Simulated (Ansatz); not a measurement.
`[CH3][Al]1[CH2][O]1` + HCl → `[Cl][Al]1[CH2][O]1` + CH₄  (ligand exchange at the Al–C bond)

Program: Ansatz. Geometries: PBE0-D4/def2-TZVP. ΔE: electronic, gas phase. CCSD(T)/CBS is the MP2 limit (def2-TZVPP, def2-QZVPP) plus CCSD(T) − MP2 in def2-TZVPP, frozen cores. This one scheme is used for every species. Functionals use def2-TZVPP. B3LYP here is the variant with VWN-RPA as its local correlation; programs differ in this.

```tsv
level	ΔE (eV)
B3LYP	-1.56
BHLYP	-1.61
```

**Question.** What does CCSD(T)/CBS give? (Estimate.)

**Answer.** Ansatz gave: -1.55 eV. The listed levels differ from it by -0.01, -0.06 eV.

Largest T1 diagnostic among the species: 0.015.

Leaving LDA and LC-ωPBE aside and taking each functional with its dispersion term where it has one, the values, not all of them listed here, spread over 0.15 eV, from BHLYP-D4 to PBE-D4. LDA lies +0.08 eV from PBE without D4. In def2-TZVPP, CCSD(T) changes the Hartree–Fock value by +0.17 eV (the triples alone add +0.01 eV) and MP2 by +0.12 eV.
